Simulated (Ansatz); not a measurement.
```xyz
6

C    -0.0479    1.1495    0.0000
S    -0.0479   -2.4792    0.0000
H     1.2831   -2.6376    0.0000
H    -1.0926    1.4614    0.0000
H     0.4323    1.5512    0.8923
H     0.4323    1.5512   -0.8923
```

Basis set: pcseg-2 (spherical functions). Charge 0, multiplicity 1.

Computed with Ansatz (development build ahead of 0.2.0); each method stands on the lowest determinant of its kind that the runs found. Restricted functionals stand beside restricted open-shell atoms, which can lie above the unrestricted atoms usual in DFT and then raise those values.

The atomization energy at this shape (free ground-state atoms in the same class of orbitals less the molecule, no zero-point energy) of singlet CH4S:

| method | atomization energy |
| --- | --- |
| r²SCAN (unrestricted) | 17.15 eV |
| PBE0 (restricted) | 15.94 eV |

Problem. What does PBE0 (unrestricted) give?

Solution. 16.90 eV. Caution: charge can spread falsely over distant fragments; the shape is not the minimum. Caution for r²SCAN (unrestricted), PBE0 (unrestricted): the unrestricted determinant is a mixture of spin states. Caution for PBE0 (restricted): an unrestricted determinant lies well below.
